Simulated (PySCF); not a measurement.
# Ionisation energy of Se⁺ by level of theory

Se⁺ [Ar] 3d10 4s2 4p3 (4S) → Se²⁺ [Ar] 3d10 4s2 4p2 (3P), as a difference of total energies. All numbers are calculated (PySCF 2.14, the spin-free X2C one-electron Hamiltonian (Gaussian nucleus), in aug-cc-pVDZ-DK). Correlated levels: valence: [Ar] 3d10 frozen. The calculations carry no spin-orbit coupling.

| method | ionisation energy (eV) |
| --- | --- |
| UHF | 20.841 |
| MN15 | 21.434 |
| TPSS | 21.359 |
| MP2 (valence) | 21.206 |
| SCS-MP2 (valence) | 21.078 |
| CCSD (valence) | 21.159 |
| CCSD(T) (valence) | 21.165 |

Question: How much does correlation contribute at CCSD(T) (valence)?

Answer: 21.165 − (20.841) = 0.324 eV, measured against UHF.

The reference lies between the lowest fine-structure levels, while these numbers refer to the centres of the terms.

Errors of the correlated levels include the incompleteness of this basis and the frozen core.

For comparison: 21.196 ± 0.01 eV (measured; NIST Atomic Spectra Database, ionization energies).
